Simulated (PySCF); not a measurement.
Electron correlation in La³⁺ (lanthanum, charge +3)

[Xe], closed-shell 1S. Calculation: PySCF 2.14, in x2c-TZVPPall (11s7p7d3f1g, 97 functions); the spin-free X2C one-electron Hamiltonian (Gaussian nucleus). Frozen: [Kr] 4d10; 8 electrons correlated.

```
  level  correlation energy (mhartree)
   CCSD                        -154.78
    (T)                          -3.47
CCSD(T)                        -158.25
```

Diagnostics: T1 = 0.0017, D1 = 0.0024, largest double amplitude 0.033.

Cost of the coupled-cluster step: roughly 4 core-seconds, for 8 correlated electrons.

Iterations:

```
CC2 = 0
CCSD nocc = 4, nmo = 74
frozen orbitals [0, 1, 2, 3, 4, 5, 6, 7, 8, 9, 10, 11, 12, 13, 14, 15, 16, 17, 18, 19, 20, 21, 22]
max_cycle = 100
direct = 0
conv_tol = 1e-08
conv_tol_normt = 1e-06
diis_space = 8
diis_start_cycle = 0
Init t2, MP2 energy = -8488.17586953181  E_corr(MP2) -0.139358013181428
Init E_corr(CCSD) = -0.139358013184342
cycle = 1  E_corr(CCSD) = -0.151785206500226  dE = -0.0124271933  norm(t1,t2) = 0.0199699
cycle = 2  E_corr(CCSD) = -0.154097237875985  dE = -0.00231203138  norm(t1,t2) = 0.00501095
cycle = 3  E_corr(CCSD) = -0.154783732059691  dE = -0.000686494184  norm(t1,t2) = 0.00139565
cycle = 4  E_corr(CCSD) = -0.154781642268468  dE = 2.08979122e-06  norm(t1,t2) = 8.49945e-05
cycle = 5  E_corr(CCSD) = -0.154777066258048  dE = 4.57601042e-06  norm(t1,t2) = 1.44256e-05
cycle = 6  E_corr(CCSD) = -0.154777103101865  dE = -3.68438165e-08  norm(t1,t2) = 1.76792e-06
cycle = 7  E_corr(CCSD) = -0.15477711718742  dE = -1.40855548e-08  norm(t1,t2) = 2.56808e-07
cycle = 8  E_corr(CCSD) = -0.154777112450572  dE = 4.73684766e-09  norm(t1,t2) = 5.01907e-08
CCSD converged
E(CCSD) = -8488.191288631078  E_corr = -0.154777112450572
CCSD(T) correction = -0.00347296474524771
```
